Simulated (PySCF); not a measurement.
## Pd (palladium, neutral): UHF calculation

Configuration: [Kr] 4d9 5s1, high-spin 3D determinant (an excited configuration). All numbers are calculated (PySCF 2.14, scalar relativity by spin-free X2C-1e, in x2c-TZVPPall).

| Quantity | Value |
| --- | --- |
| Total energy | -5042.744076 hartree |
| One-electron energy | -6956.7891 hartree |
| Hartree (Coulomb) energy | 2056.9148 hartree |
| Exchange energy | -142.8698 hartree |
| ⟨S²⟩ | 2.0026 |
| ⟨L²⟩ | 6.031 |
| Sum of ⟨r⟩ | 32.47 bohr |
| Sum of ⟨r²⟩ | 50.11 bohr² |
| Traceless quadrupole moment −½Σ⟨3z² − r²⟩ along its main axis | -0.648 e·bohr² |
| Langevin diamagnetic susceptibility | -39.7 ×10⁻⁶ cm³/mol |

```json
{"shell": "1s α", "electrons": "1", "mean orbital energy (hartree)": "-899.55073", "spread (hartree)": "0", "rms radius, mean of both spins (bohr)": "0.0365"}
{"shell": "1s β", "electrons": "1", "mean orbital energy (hartree)": "-899.54936", "spread (hartree)": "0", "rms radius, mean of both spins (bohr)": "0.0365"}
{"shell": "2s α", "electrons": "1", "mean orbital energy (hartree)": "-134.53014", "spread (hartree)": "0", "rms radius, mean of both spins (bohr)": "0.150"}
{"shell": "2s β", "electrons": "1", "mean orbital energy (hartree)": "-134.51823", "spread (hartree)": "0", "rms radius, mean of both spins (bohr)": "0.150"}
{"shell": "2p α", "electrons": "3", "mean orbital energy (hartree)": "-120.42783", "spread (hartree)": "0.01154", "rms radius, mean of both spins (bohr)": "0.133"}
{"shell": "2p β", "electrons": "3", "mean orbital energy (hartree)": "-120.41728", "spread (hartree)": "0.00151", "rms radius, mean of both spins (bohr)": "0.133"}
{"shell": "3s α", "electrons": "1", "mean orbital energy (hartree)": "-25.68691", "spread (hartree)": "0", "rms radius, mean of both spins (bohr)": "0.403"}
{"shell": "3s β", "electrons": "1", "mean orbital energy (hartree)": "-25.67861", "spread (hartree)": "0", "rms radius, mean of both spins (bohr)": "0.403"}
{"shell": "3p α", "electrons": "3", "mean orbital energy (hartree)": "-20.92455", "spread (hartree)": "0.02204", "rms radius, mean of both spins (bohr)": "0.406"}
{"shell": "3p β", "electrons": "3", "mean orbital energy (hartree)": "-20.91720", "spread (hartree)": "0.01498", "rms radius, mean of both spins (bohr)": "0.406"}
{"shell": "3d α", "electrons": "5", "mean orbital energy (hartree)": "-13.35368", "spread (hartree)": "0.02688", "rms radius, mean of both spins (bohr)": "0.389"}
{"shell": "3d β", "electrons": "5", "mean orbital energy (hartree)": "-13.33879", "spread (hartree)": "0.04364", "rms radius, mean of both spins (bohr)": "0.389"}
{"shell": "4s α", "electrons": "1", "mean orbital energy (hartree)": "-4.02391", "spread (hartree)": "0", "rms radius, mean of both spins (bohr)": "1.01"}
{"shell": "4s β", "electrons": "1", "mean orbital energy (hartree)": "-3.95502", "spread (hartree)": "0", "rms radius, mean of both spins (bohr)": "1.01"}
{"shell": "4p α", "electrons": "3", "mean orbital energy (hartree)": "-2.58081", "spread (hartree)": "0.05742", "rms radius, mean of both spins (bohr)": "1.12"}
{"shell": "4p β", "electrons": "3", "mean orbital energy (hartree)": "-2.50007", "spread (hartree)": "0.04360", "rms radius, mean of both spins (bohr)": "1.12"}
{"shell": "4d α", "electrons": "5", "mean orbital energy (hartree)": "-0.48532", "spread (hartree)": "0.06904", "rms radius, mean of both spins (bohr)": "1.62"}
{"shell": "4d β", "electrons": "4", "mean orbital energy (hartree)": "-0.44397", "spread (hartree)": "0.05169", "rms radius, mean of both spins (bohr)": "1.62"}
{"shell": "5s α", "electrons": "1", "mean orbital energy (hartree)": "-0.23803", "spread (hartree)": "0", "rms radius, mean of both spins (bohr)": "3.72"}
```

Densities and radii are taken from the X2C orbitals without a picture-change correction, which distorts them close to the nucleus.

Spin-orbit constants ζ (cm⁻¹) from the X2C one-electron operator on these orbitals: bare nucleus, nucleus screened by l(l+1)(2l+1)/3 electrons, and screened by the Breit-Pauli mean field of the electrons.

```
shell    bare  screened nucleus  mean field
   2p  860200            822800      806200
   3p  151900            145300      141900
   3d   22230             17400       16630
   4p   22410             21430       20870
   4d    1889              1478        1371
```

To first order the Landé constant is A = -685.5 cm⁻¹, so the lowest level has J = 3 and lies 0.170 eV below the centre of the term. This holds in LS coupling only.
